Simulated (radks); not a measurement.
Results of a calculation; reference values are marked as such.
The antimony anion Sb3-, [Xe], held by a Watson sphere: a shell of charge +3 at radius R that stands for the Madelung well of a crystal (potential energy -3/R inside, -3/r outside, in hartree with lengths in bohr). Level of theory: scalar-relativistic Kohn-Sham, PBE, spin-unpolarised, spherical densities, finite nucleus; Fermi nuclear charge, rms radius of each element as measured or else 0.836 A^(1/3) + 0.57 fm (a radial shooting solver on a logarithmic mesh with Libxc functionals). Response by self-consistent Sternheimer equations with the Hartree and adiabatic LDA kernel, the relativistic mass of each level held fixed and spin-orbit coupling left out. The sphere does not respond.

R (bohr) = 2.71: e(4d) (eV) -32.607; e(5s) (eV) -14.395; e(5p) (eV) -6.794; <r> 5p (bohr) 2.838; sum of <r^2> (bohr^2) 88.42; X-ray form factor at sin(theta)/lambda = 0.2 1/angstrom 40.865; alpha (bohr^3) 54.52
R (bohr) = 3.05: e(4d) (eV) -31.909; e(5s) (eV) -13.464; e(5p) (eV) -6.258; <r> 5p (bohr) 2.974; sum of <r^2> (bohr^2) 94.54; X-ray form factor at sin(theta)/lambda = 0.2 1/angstrom 40.775; alpha (bohr^3) 66.84
R (bohr) = 3.17: e(4d) (eV) -31.726; e(5s) (eV) -13.168; e(5p) (eV) -6.068; <r> 5p (bohr) 3.022; sum of <r^2> (bohr^2) 96.76; X-ray form factor at sin(theta)/lambda = 0.2 1/angstrom 40.755; alpha (bohr^3) 71.94
R (bohr) = 3.26: e(4d) (eV) -31.604; e(5s) (eV) -12.956; e(5p) (eV) -5.926; <r> 5p (bohr) 3.058; sum of <r^2> (bohr^2) 98.44; X-ray form factor at sin(theta)/lambda = 0.2 1/angstrom 40.743; alpha (bohr^3) 76.04
R (bohr) = 4.72: e(4d) (eV) -30.442; e(5s) (eV) -10.595; e(5p) (eV) -3.967; <r> 5p (bohr) 3.618; sum of <r^2> (bohr^2) 127.4; X-ray form factor at sin(theta)/lambda = 0.2 1/angstrom 40.787; alpha (bohr^3) 186.8
R (bohr) = 4.74: e(4d) (eV) -30.432; e(5s) (eV) -10.574; e(5p) (eV) -3.946; <r> 5p (bohr) 3.625; sum of <r^2> (bohr^2) 127.8; X-ray form factor at sin(theta)/lambda = 0.2 1/angstrom 40.789; alpha (bohr^3) 189.1
R (bohr) = 5.14: e(4d) (eV) -30.242; e(5s) (eV) -10.202; e(5p) (eV) -3.549; <r> 5p (bohr) 3.770; sum of <r^2> (bohr^2) 136.5; X-ray form factor at sin(theta)/lambda = 0.2 1/angstrom 40.822; alpha (bohr^3) 239.7
